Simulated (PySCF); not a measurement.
Species: 4-cyclopentene-1,3-dione, C5H4O2.
Cartesian coordinates in Å at the GFN2-xTB level; atoms count from 1:
```
atom  x, y, z in Å
O1     1.5746   -1.8197    0.2783
C2     0.8318   -0.8864    0.1302
C3     1.2176    0.5067   -0.2043
C4     0.1431    1.2929   -0.2983
C5    -1.1014    0.5286   -0.0370
O6    -2.2230    0.9608   -0.0481
C7    -0.6800   -0.9000    0.2470
H8     2.2473    0.7884   -0.3420
H9     0.1209    2.3441   -0.5289
H10   -1.1278   -1.5956   -0.4646
H11   -0.9976   -1.2171    1.2417
```

The closed-shell ground state was solved at several levels (PySCF, density fitting, gas phase, non-relativistic).

```json
{"level": "wB97X-D/def2-SVPD", "basis functions": "178", "HOMO (eV)": "-9.53", "LUMO (eV)": "-1.14", "gap (eV)": "8.39", "dipole (D)": "1.85"}
{"level": "PBE0/pcSseg-1", "basis functions": "139", "HOMO (eV)": "-7.54", "LUMO (eV)": "-2.86", "gap (eV)": "4.68", "dipole (D)": "1.67"}
```

Q: Estimate the row for B3LYP/pcJ-1, a basis of 229 functions; the other rows only guide the guess.

A: HOMO -7.27 eV, LUMO -3.03 eV, gap 4.24 eV, dipole 1.69 D.

Q: Over all these levels, which gives the widest orbital gap and which the narrowest?

A: wB97X-D/def2-SVPD (range-separated hybrid) has the widest, 8.39 eV, and B3LYP/pcJ-1 (global hybrid, 20 % exact exchange) the narrowest, 4.24 eV. Functional and basis both differ between the two, so the spread mixes both effects.

Q: How far do the dipole and the HOMO energy spread over the levels?

A: The dipole runs from 1.67 to 1.85 D (mean 1.74 D) and the HOMO from -9.53 to -7.27 eV.
